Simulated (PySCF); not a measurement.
A GIAO shielding run with PySCF 2.14.0 with density-fitted response routines (density fitting, non-relativistic, gas phase) on SMILES FBc1ccco1, C₄H₄BFO:

```
$ OMP_NUM_THREADS=1 python probes_run.py task.json out

{"job": {"kind": "nmr", "xc": "KT3", "basis": "pcSseg-1", "pop": false}, "charge": 0, "multiplicity": 1}
F      2.937019     1.394848    -0.409825
B      2.200038     0.312611    -0.212736
C      0.688692     0.429371    -0.014660
C     -0.272234    -0.534136     0.214293
C     -1.516268     0.134698     0.335604
C     -1.227508     1.464527     0.171017
O      0.074032     1.651024    -0.035996
H      2.750319    -0.764371    -0.192446
H     -0.085330    -1.604264     0.284643
H     -2.496490    -0.298997     0.518631
H     -1.849032     2.357728     0.178634
```

Hardware: 1 thread of an Arm Neoverse V1, shared host. The job also computes ring-centre shieldings.

(1) How large is the calculation?

(2) How long does it take, and how much memory does it need?

(3) And these other runs on the same molecule and hardware: GIAO shielding at B3LYP/pcSseg-1; GIAO shielding at B97-D/pcSseg-1; GIAO shielding at BP86/pcSseg-1; GIAO shielding at LC-wPBE/pcSseg-1; GIAO shielding at OPBE/pcSseg-1; GIAO shielding at PBE/pcSseg-1?

Results:

(1) 50 electrons, 139 basis functions and 714 auxiliary functions.

(2) 17 s of wall time, with 16 SCF cycles; peak memory 0.73 GiB. Times on a shared host scatter by some tens of per cent.

(3) B3LYP/pcSseg-1: 139 functions, 11 s; B97-D/pcSseg-1: 139 functions, 17 s; BP86/pcSseg-1: 139 functions, 17 s; LC-wPBE/pcSseg-1: 139 functions, 22 s; OPBE/pcSseg-1: 139 functions, 17 s; PBE/pcSseg-1: 139 functions, 17 s.
